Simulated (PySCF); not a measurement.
CrF2O2, charge +1, doublet (typed; the unrestricted solution is spin-contaminated), geometry from GFN2-xTB (such geometries of metal compounds can be far from the true shape) (the multiplicity is a formal guess); HF/6-31G** run with PySCF.

PySCF was given this input:
```python
from pyscf import gto, scf

mol = gto.M(
    atom='''
Cr    0.01118155   -0.00196348    0.00367441
O     1.30740151   -0.33886244   -0.81700737
O     0.62165511    0.00011938    1.45092123
F    -0.60715804    1.45013665   -0.40033288
F    -1.13737641   -1.14379575   -0.17294452
''',
    basis='6-31g**',
    charge=1,
    spin=1,
    verbose=4,
)

mf = scf.UHF(mol)
mf.kernel()
```

It wrote (shortened):

```
PySCF version 2.14.0

[INPUT] verbose = 4
[INPUT] num. atoms = 5
[INPUT] num. electrons = 57
[INPUT] charge = 1
[INPUT] spin (= nelec alpha-beta = 2S) = 1
[INPUT] symmetry False subgroup None
[INPUT] Mole.unit = angstrom
[INPUT] Symbol           X                Y                Z      unit          X                Y                Z       unit  Magmom
[INPUT]  1 Cr     0.011181550000  -0.001963480000   0.003674410000 AA    0.021130067148  -0.003710439451   0.006943628569 Bohr   0.0
[INPUT]  2 O      1.307401510000  -0.338862440000  -0.817007370000 AA    2.470630788743  -0.640357205502  -1.543920171051 Bohr   0.0
[INPUT]  3 O      0.621655110000   0.000119380000   1.450921230000 AA    1.174757901836   0.000225595505   2.741843753017 Bohr   0.0
[INPUT]  4 F     -0.607158040000   1.450136650000  -0.400332880000 AA   -1.147362409928   2.740361111694  -0.756519501858 Bohr   0.0
[INPUT]  5 F     -1.137376410000  -1.143795750000  -0.172944520000 AA   -2.149329915441  -2.161460709941  -0.326817777544 Bohr   0.0

nuclear repulsion = 357.410047009787
number of shells = 36
number of NR pGTOs = 205
number of NR cGTOs = 90
basis = 6-31g**
ecp = {}

******** <class 'pyscf.scf.uhf.UHF'> ********
method = UHF
initial guess = minao
damping factor = 0
level_shift factor = 0
DIIS = <class 'pyscf.scf.diis.CDIIS'>
diis_start_cycle = 1
diis_space = 8
diis_damp = 0
SCF conv_tol = 1e-09
SCF conv_tol_grad = None
SCF max_cycles = 50
direct_scf = True
direct_scf_tol = 1e-13
number electrons alpha = 29  beta = 28
Set gradient conv threshold to 3.16228e-05
init E= -1391.16646530925

cycle= 1 E= -1390.37212011631  delta_E= 0.794  |g|= 1.32  |ddm|= 1.89
cycle= 2 E= -1383.40241060482  delta_E= 6.97  |g|= 5.25  |ddm|= 2.29
cycle= 3 E= -1391.01994077196  delta_E= -7.62  |g|= 0.637  |ddm|= 1.61
cycle= 4 E= -1391.13870238331  delta_E= -0.119  |g|= 0.29  |ddm|= 0.284
cycle= 5 E= -1391.17761165866  delta_E= -0.0389  |g|= 0.127  |ddm|= 0.139
cycle= 6 E= -1391.20623699424  delta_E= -0.0286  |g|= 0.0832  |ddm|= 0.167
cycle= 7 E= -1391.23390592521  delta_E= -0.0277  |g|= 0.0316  |ddm|= 0.297
cycle= 8 E= -1391.23503327888  delta_E= -0.00113  |g|= 0.0378  |ddm|= 0.0455
cycle= 9 E= -1391.23784992584  delta_E= -0.00282  |g|= 0.0259  |ddm|= 0.0652
cycle= 10 E= -1391.24206533519  delta_E= -0.00422  |g|= 0.0212  |ddm|= 0.133
cycle= 11 E= -1391.24461998195  delta_E= -0.00255  |g|= 0.0184  |ddm|= 0.116
cycle= 12 E= -1391.24526837463  delta_E= -0.000648  |g|= 0.0134  |ddm|= 0.0286
cycle= 13 E= -1391.24578926998  delta_E= -0.000521  |g|= 0.0154  |ddm|= 0.0242
cycle= 14 E= -1391.24406546801  delta_E= 0.00172  |g|= 0.0117  |ddm|= 0.0855
cycle= 15 E= -1391.24321540765  delta_E= 0.00085  |g|= 0.00979  |ddm|= 0.0791
cycle= 16 E= -1391.24303245903  delta_E= 0.000183  |g|= 0.0106  |ddm|= 0.0658
cycle= 17 E= -1391.24306285941  delta_E= -3.04e-05  |g|= 0.00529  |ddm|= 0.0583
cycle= 18 E= -1391.24315737532  delta_E= -9.45e-05  |g|= 0.00285  |ddm|= 0.032
cycle= 19 E= -1391.24318504583  delta_E= -2.77e-05  |g|= 0.00219  |ddm|= 0.00815
cycle= 20 E= -1391.24320907148  delta_E= -2.4e-05  |g|= 0.0016  |ddm|= 0.0105
cycle= 21 E= -1391.24322590264  delta_E= -1.68e-05  |g|= 0.0013  |ddm|= 0.0109
cycle= 22 E= -1391.2432270872  delta_E= -1.18e-06  |g|= 0.000867  |ddm|= 0.00677
cycle= 23 E= -1391.24323090981  delta_E= -3.82e-06  |g|= 0.000435  |ddm|= 0.0059
cycle= 24 E= -1391.24323195487  delta_E= -1.05e-06  |g|= 0.000334  |ddm|= 0.00225
cycle= 25 E= -1391.24323242342  delta_E= -4.69e-07  |g|= 0.000205  |ddm|= 0.00159
cycle= 26 E= -1391.24323269214  delta_E= -2.69e-07  |g|= 0.000105  |ddm|= 0.00147
cycle= 27 E= -1391.24323269419  delta_E= -2.05e-09  |g|= 7.84e-05  |ddm|= 0.000474
cycle= 28 E= -1391.24323268545  delta_E= 8.74e-09  |g|= 6.89e-05  |ddm|= 0.000172
cycle= 29 E= -1391.24323268764  delta_E= -2.19e-09  |g|= 6.58e-05  |ddm|= 0.000138
cycle= 30 E= -1391.24323269409  delta_E= -6.45e-09  |g|= 6.66e-05  |ddm|= 7.16e-05
cycle= 31 E= -1391.24323268744  delta_E= 6.64e-09  |g|= 6.51e-05  |ddm|= 7.41e-05
cycle= 32 E= -1391.24323265821  delta_E= 2.92e-08  |g|= 5.78e-05  |ddm|= 0.0003
cycle= 33 E= -1391.24323260635  delta_E= 5.19e-08  |g|= 3.58e-05  |ddm|= 0.00076
cycle= 34 E= -1391.24323259274  delta_E= 1.36e-08  |g|= 2.9e-05  |ddm|= 0.00041
cycle= 35 E= -1391.24323259208  delta_E= 6.56e-10  |g|= 2.16e-05  |ddm|= 0.0001
Extra cycle  E= -1391.24323259314  delta_E= -1.06e-09  |g|= 2.01e-05  |ddm|= 3.18e-05
converged SCF energy = -1391.24323259314  <S^2> = 1.9941072  2S+1 = 2.9960689
```
